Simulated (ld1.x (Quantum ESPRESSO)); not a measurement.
**Logarithmic derivatives: cobalt (Co), TM**

```json
{
 "Element": "cobalt",
 "Generator": "ld1.x (Quantum ESPRESSO) 7.5",
 "Type": "norm-conserving Troullier–Martins (Kleinman–Bylander form)",
 "Functional": "BLYP",
 "Relativity": "scalar-relativistic",
 "Frozen core": "[Ne]",
 "Valence charge": "17",
 "Reference configuration": "3s2 3p6 3d7 4s1 4p1",
 "Partial waves": "3s (bound): rc 1.10 bohr; 3p (bound): rc 0.95 bohr; 3d (bound): rc 1.10 bohr",
 "Local potential": "all-electron potential smoothed inside 1.10 bohr (lloc = -2)",
 "Core correction": "Bessel-smoothed model core inside 0.85 bohr"
}
```

Occupied shells without a wave of their own: 4p, 4s. They enter only through the test configuration that unscreens the potential, and ld1.x also counts them in the model core charge.

The phase is arctan(r·u′/u) with u = r·R(r), unwrapped; energies in Ry, scanned from -10 to 5 Ry. A pole is an energy at which the radial function vanishes at the test radius. The pseudo phase is shifted by a multiple of π to meet the all-electron one at the reference energy, and phase errors are pseudo minus all-electron; the curves can meet again beyond the range given. Levels narrower than the energy grid can be missing from the lists of poles.

For each channel, where are the poles, and over which energies does the pseudopotential scatter like the atom?

```csv
channel,radius (bohr),reference energy (Ry),"poles, all-electron","poles, pseudo",unbroken range about the reference energy with phases within 0.05 rad,phase error 1 Ry above the reference energy (rad)
s,1.20,-7.64,-5.47,-5.67,-8.7 to -3.4,-0.008
p,1.20,-4.95,-2.47,-2.47,the whole range,-0.002
d,1.20,-0.73,2.00,2.09,the whole range,-0.001
```

The potential misses its own reference levels by up to 2.7 eV, so it is not fit for use. ld1.x takes every shell without a wave as core, so the model core holds the 4p, 4s electrons as well and exchange and correlation see them twice. This cancels in the reference configuration, but the file is broken for other ones, and its errors say nothing about a proper core correction.

Phases in the d channel:

| E (Ry) | all-electron | pseudo |
| --- | --- | --- |
| -10.00 | 1.295 | 1.297 |
| -9.52 | 1.287 | 1.289 |
| -9.04 | 1.278 | 1.280 |
| -8.56 | 1.268 | 1.270 |
| -8.08 | 1.257 | 1.259 |
| -7.60 | 1.245 | 1.247 |
| -7.12 | 1.230 | 1.233 |
| -6.64 | 1.214 | 1.217 |
| -6.16 | 1.195 | 1.198 |
| -5.68 | 1.173 | 1.176 |
| -5.20 | 1.146 | 1.149 |
| -4.72 | 1.113 | 1.116 |
| -4.24 | 1.070 | 1.074 |
| -3.76 | 1.014 | 1.018 |
| -3.28 | 0.937 | 0.941 |
| -2.80 | 0.824 | 0.827 |
| -2.32 | 0.647 | 0.649 |
| -1.84 | 0.356 | 0.352 |
| -1.36 | -0.098 | -0.109 |
| -0.88 | -0.608 | -0.620 |
| -0.40 | -0.982 | -0.989 |
| 0.08 | -1.210 | -1.212 |
| 0.56 | -1.353 | -1.351 |
| 1.04 | -1.449 | -1.445 |
| 1.52 | -1.518 | -1.511 |
| 2.00 | -1.571 | -1.562 |
| 2.48 | -1.614 | -1.603 |
| 2.96 | -1.651 | -1.637 |
| 3.44 | -1.683 | -1.667 |
| 3.92 | -1.712 | -1.693 |
| 4.40 | -1.740 | -1.718 |
| 4.88 | -1.767 | -1.741 |
